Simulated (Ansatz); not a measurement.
Geometry optimisation, RHF/def2-SVP in Ansatz.

The input (input.yaml):

```yaml
crystal:
  periodic: [false, false, false]
  atoms:
    - { symbol: Ge, position_ang: [-0.214529, -0.008272, 0.102167] }
    - { symbol: O, position_ang: [-0.177502, 0.100006, 1.865161] }
    - { symbol: H, position_ang: [-0.900986, 0.547061, 2.276963] }
    - { symbol: H, position_ang: [1.180081, -0.335407, -0.387128] }
    - { symbol: H, position_ang: [-0.714944, 1.321599, -0.461058] }
    - { symbol: O, position_ang: [-1.450497, -1.156765, -0.39243] }
    - { symbol: H, position_ang: [-1.471447, -2.018954, -0.009804] }
    - { symbol: P, position_ang: [1.346385, -2.968236, 1.138921] }
    - { symbol: H, position_ang: [0.512888, -2.845535, 0.012738] }
    - { symbol: H, position_ang: [2.456226, -2.317867, 0.558608] }
    - { symbol: H, position_ang: [0.863025, -1.85283, 1.857562] }
basis:
  gaussian: { orbitals: def2-SVP }
hamiltonian:
  xc: hf
relax:
  f_tol: 0.03
  max_steps: 50
```

Command:

```bash
$ ansatz run input.yaml --threads 2 --pin off --max-ram 3072MiB --backend cpu --events-out ev --progress --plain --runs-dir out
```

**Question.** Where does it end, and by what steps?

**Answer.** It converged. The force dipped under the threshold on the way, but the program's further checks kept it going. After 23 steps the energy has fallen by 0.373 eV; H9 moved furthest, 1.74 Å.

```json
{"step": "0", "energy less start (eV)": "0.0000", "largest force component (eV/Å)": "0.808", "accepted": "yes"}
{"step": "1", "energy less start (eV)": "-0.2163", "largest force component (eV/Å)": "0.231", "accepted": "yes"}
{"step": "2", "energy less start (eV)": "-0.3081", "largest force component (eV/Å)": "0.141", "accepted": "yes"}
{"step": "3", "energy less start (eV)": "-0.3146", "largest force component (eV/Å)": "0.623", "accepted": "yes"}
{"step": "4", "energy less start (eV)": "-0.3444", "largest force component (eV/Å)": "0.357", "accepted": "yes"}
{"step": "5", "energy less start (eV)": "-0.3443", "largest force component (eV/Å)": "0.312", "accepted": "no"}
{"step": "6", "energy less start (eV)": "-0.3510", "largest force component (eV/Å)": "0.106", "accepted": "yes"}
{"step": "7", "energy less start (eV)": "-0.3554", "largest force component (eV/Å)": "0.044", "accepted": "yes"}
{"step": "8", "energy less start (eV)": "-0.3563", "largest force component (eV/Å)": "0.448", "accepted": "yes"}
{"step": "9", "energy less start (eV)": "-0.3618", "largest force component (eV/Å)": "0.051", "accepted": "yes"}
{"step": "10", "energy less start (eV)": "-0.3640", "largest force component (eV/Å)": "0.102", "accepted": "yes"}
{"step": "11", "energy less start (eV)": "-0.3656", "largest force component (eV/Å)": "0.096", "accepted": "yes"}
{"step": "12", "energy less start (eV)": "-0.3673", "largest force component (eV/Å)": "0.123", "accepted": "yes"}
{"step": "13", "energy less start (eV)": "-0.3685", "largest force component (eV/Å)": "0.097", "accepted": "yes"}
{"step": "14", "energy less start (eV)": "-0.3699", "largest force component (eV/Å)": "0.074", "accepted": "yes"}
{"step": "15", "energy less start (eV)": "-0.3706", "largest force component (eV/Å)": "0.135", "accepted": "yes"}
{"step": "16", "energy less start (eV)": "-0.3713", "largest force component (eV/Å)": "0.083", "accepted": "yes"}
{"step": "17", "energy less start (eV)": "-0.3718", "largest force component (eV/Å)": "0.004", "accepted": "yes"}
{"step": "18", "energy less start (eV)": "-0.3723", "largest force component (eV/Å)": "0.015", "accepted": "yes"}
{"step": "19", "energy less start (eV)": "-0.3698", "largest force component (eV/Å)": "0.249", "accepted": "no"}
{"step": "20", "energy less start (eV)": "-0.3727", "largest force component (eV/Å)": "0.058", "accepted": "yes"}
{"step": "21", "energy less start (eV)": "-0.3729", "largest force component (eV/Å)": "0.039", "accepted": "yes"}
{"step": "22", "energy less start (eV)": "-0.3732", "largest force component (eV/Å)": "0.027", "accepted": "yes"}
{"step": "23", "energy less start (eV)": "-0.3734", "largest force component (eV/Å)": "0.023", "accepted": "yes"}
```

```xyz
11
Properties=species:S:1:pos:R:3
Ge -0.666 0.667 -0.102
O -0.046 0.248 1.492
H -0.673 0.168 2.196
H 0.573 0.808 -0.978
H -1.553 1.905 -0.041
O -1.717 -0.621 -0.675
H -1.329 -1.473 -0.802
P 1.899 -3.528 1.837
H 0.894 -4.171 1.077
H 2.754 -3.284 0.738
H 1.293 -2.254 1.820
```

Whether the end is a true minimum wasn't checked by a vibrational analysis.

Time of the run: 40 s on 2 threads of Arm Neoverse V1, with other jobs on the host, peak memory 0.26 GiB.
